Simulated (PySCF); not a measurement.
Si(Cl)(SH) (ClHSSi), SMILES S[Si]Cl (connectivity only; charge and spin as stated), neutral, multiplicity 1. Atoms are numbered in the order given.

```xyz
4

Si     0.9682    -0.0199     0.0000
Cl    -0.3901    -1.6031     0.0000
S     -0.4633     1.5636     0.0000
H      0.4894     2.5140     0.0000
```

Geometry optimised at PBE0-D3(BJ)/def2-TZVP. The values are those of a single conformer.

All values below come from PySCF 2.14.0 with PBE0-D3(BJ)/def2-TZVP.

Frequencies are harmonic and unscaled.

```json
[
 {"mode": "1", "ν (cm⁻¹)": "180", "IR (km/mol)": "1.3", "Raman (Å⁴/amu)": "2.8", "depolarisation": "0.61", "moving atoms (share of kinetic energy)": "S 42 %, Cl 39 %, Si 16 %"},
 {"mode": "2", "ν (cm⁻¹)": "402", "IR (km/mol)": "9.4", "Raman (Å⁴/amu)": "3.7", "depolarisation": "0.75", "moving atoms (share of kinetic energy)": "H 95 %"},
 {"mode": "3", "ν (cm⁻¹)": "506", "IR (km/mol)": "84.4", "Raman (Å⁴/amu)": "15.9", "depolarisation": "0.16", "moving atoms (share of kinetic energy)": "Si 50 %, Cl 39 %"},
 {"mode": "4", "ν (cm⁻¹)": "512", "IR (km/mol)": "109.0", "Raman (Å⁴/amu)": "19.9", "depolarisation": "0.46", "moving atoms (share of kinetic energy)": "Si 58 %, S 34 %"},
 {"mode": "5", "ν (cm⁻¹)": "755", "IR (km/mol)": "11.5", "Raman (Å⁴/amu)": "5.7", "depolarisation": "0.68", "moving atoms (share of kinetic energy)": "H 87 %"},
 {"mode": "6", "ν (cm⁻¹)": "2694", "IR (km/mol)": "2.9", "Raman (Å⁴/amu)": "127.3", "depolarisation": "0.29", "moving atoms (share of kinetic energy)": "H 97 %"}
]
```
